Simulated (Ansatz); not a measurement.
`[F][GeH2][I]` and `[F][GeH2][AlH2]` differ in one atom or group.

Ansatz, PBE0-D4/def2-TZVP geometries, multiplicity 1. 

Elements past krypton have def2 core potentials. Scalar relativity is left out up to krypton.

```csv
property,`[F][GeH2][I]`
HOMO energy (PBE/def2-TZVPP) / eV,-6.78
size of the dipole moment (ωB97M-V/def2-TZVPP) / D,1.99
HOMO–LUMO gap (PBE/def2-TZVPP) / eV,4.73
HOMO energy (PBE0/def2-TZVPP) / eV,-7.94
HOMO–LUMO gap (ωB97M-V/def2-TZVPP) / eV,10.74
zero-point energy (PBE0-D4/def2-TZVP) / kJ/mol,49.5
```

(1) What does the change do to each property? (Best estimate.)

## Answers

(1) Computed: 
| property | `[F][GeH2][AlH2]` | shift |
| --- | --- | --- |
| HOMO energy (PBE/def2-TZVPP) / eV | -6.64 | 0.14 |
| size of the dipole moment (ωB97M-V/def2-TZVPP) / D | 2.43 | 0.44 |
| HOMO–LUMO gap (PBE/def2-TZVPP) / eV | 3.53 | -1.20 |
| HOMO energy (PBE0/def2-TZVPP) / eV | -7.80 | 0.14 |
| HOMO–LUMO gap (ωB97M-V/def2-TZVPP) / eV | 9.09 | -1.65 |
| zero-point energy (PBE0-D4/def2-TZVP) / kJ/mol | 81.5 | 32.0 |

With PBE0 the HOMO rises by 0.14 eV and the LUMO falls by 1.18 eV, so the gap narrows by about 1.32 eV. PBE moves the HOMO by 0.14 eV and ωB97M-V by 0.24 eV. The zero-point energy changes by 32.0 kJ/mol with +6 modes. Dipoles are sizes alone; their direction can turn.

Spin–orbit coupling is left out; it splits and shifts lone-pair levels of the heavy atoms by tenths of an eV.
